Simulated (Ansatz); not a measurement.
`C[S][AlH][F]` + H₂O → `C[S][AlH][OH]` + H–F  (formal hydrolysis of the Al–F bond)

Gas-phase electronic energies from Ansatz, PBE0-D4/def2-TZVP geometries. CCSD(T)/CBS is the MP2 limit (def2-TZVPP, def2-QZVPP) plus CCSD(T) − MP2 in def2-TZVPP, frozen cores. This one scheme is used for every species. Functionals use def2-TZVPP. Each species was taken in one conformer, which may not be the lowest.

```json
{"level": "r2SCAN", "ΔE (kcal/mol)": "11.7"}
{"level": "PBE0", "ΔE (kcal/mol)": "11.4"}
{"level": "CAM-B3LYP", "ΔE (kcal/mol)": "12.0"}
{"level": "HF/CBS(def2)", "ΔE (kcal/mol)": "12.9"}
```

Question: What does CCSD(T)/CBS give? (Estimate.)

Answer: Computed: +11.5 kcal/mol. The listed levels differ from it by 0.2, -0.1, 0.5, 1.4 kcal/mol.

Largest T1 diagnostic among the species: 0.012.

At CCSD(T), def2-SVP lies +0.8 kcal/mol from the extrapolated value and def2-TZVPP −0.5 kcal/mol. In def2-TZVPP, CCSD(T) changes the Hartree–Fock value by −1.4 kcal/mol (the triples alone add −0.3 kcal/mol) and MP2 by −1.8 kcal/mol.
